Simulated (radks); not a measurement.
Polarisability of the promethium ion Pm7+, [Kr] 4d10 4f3 5s2 5p3, at imaginary frequency. Calculated with a radial shooting solver on a logarithmic mesh with Libxc functionals: scalar-relativistic Kohn-Sham, LDA (Slater exchange, Perdew-Wang correlation), spin-polarised, spherical densities, finite nucleus; open shells are filled with parallel spins first (spin-orbit coupling, left out, can overturn this in heavy ions); Fermi nuclear charge, rms radius 4.962 fm. Response by self-consistent Sternheimer equations with the Hartree and adiabatic LDA kernel, the relativistic mass of each level held fixed and spin-orbit coupling left out.

w (hartree),alpha1(iw) (bohr^3)
0.00266,2.951
0.0143,2.951
0.0360,2.950
0.0697,2.944
0.118,2.930
0.186,2.900
0.280,2.838
0.413,2.718
0.605,2.503
0.892,2.151
1.35,1.660
2.12,1.110
3.59,0.6278
6.94,0.2740
17.5,0.06862

Static values: alpha1 = 2.952 bohr^3 (0.4374 angstrom^3; uncoupled 5.045). C6 = 10.76, triple-dipole C9 = 22.20 atomic units. One-pole (London) frequency 4 C6 / (3 alpha1^2) = 1.647 hartree, against 3.749 for minus the highest occupied eigenvalue.
